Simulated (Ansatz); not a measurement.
F2H2OSn, SMILES `[OH][SnH]([F])[F]`, relaxed with RKS PBE0-D4/def2-TZVP in Ansatz 0.2.0 from a PBE-D4/def2-SVP geometry. The force threshold is 0.005 eV/Å; the program also tests the step.

Charge 0, multiplicity 1. Sn: def2 effective core potential.

Start:

```xyz
6

O     0.808    0.441    1.305
Sn    0.063   -0.064   -0.462
F    -1.465    1.087   -0.839
F    -0.762   -1.823   -0.293
H     0.116    0.367    1.992
H     1.238   -0.007   -1.703
```

```csv
step,energy (eV),largest force (eV/Å),largest move (Å)
1,-13343.0607,1.216,0.000
2,-13343.1556,0.254,0.059
3,-13343.1598,0.056,0.016
4,-13343.1602,0.019,0.010
5,-13343.1603,0.024,0.010
6,-13343.1603,0.001,0.004
```

End:

```xyz
6

O     0.767    0.417    1.275
Sn    0.071   -0.065   -0.459
F    -1.424    1.060   -0.808
F    -0.738   -1.780   -0.293
H     0.113    0.381    1.978
H     1.211   -0.013   -1.694
```

It took 22 s on 2 threads of a server CPU on a shared host, with 0.31 GiB of host memory at the peak.
